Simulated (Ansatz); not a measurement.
Mulliken charges of H4HfO2Se2, SMILES `[OH][Hf]([OH])([SeH])[SeH]` from ωB97M-V/def2-TZVPP in Ansatz (PBE0-D4/def2-TZVP geometry).

```
atom   x (Å)   y (Å)   z (Å)  charge (e)
  O1  -1.459   1.350  -0.244      -0.374
 Hf2  -0.034   0.144   0.107       0.817
  O3   1.014   0.523   1.646      -0.374
 Se4   1.400   0.235  -2.053      -0.277
 Se5  -0.918  -2.258   0.538      -0.277
  H6  -2.176   1.975  -0.208       0.168
  H7   1.489   0.915   2.372       0.168
  H8   2.364  -0.692  -1.438       0.075
  H9  -1.679  -2.192  -0.721       0.075
```

By hand: the dipole of these point charges (1 e Å = 4.8032 D).

Σ q r = (-0.059, 0.247, 0.184) e Å, of length 0.314 e Å = 1.51 D.

How does the dipole of the full density compare? (An estimate is asked.)

Computed: (-0.139, 0.583, 0.437) e Å, 3.56 D; the point charges give 0.42 times that, at 0° from its direction.

Point charges leave out the atoms' own dipoles, such as those of lone pairs, and Mulliken's split depends on the basis, so the two needn't agree.
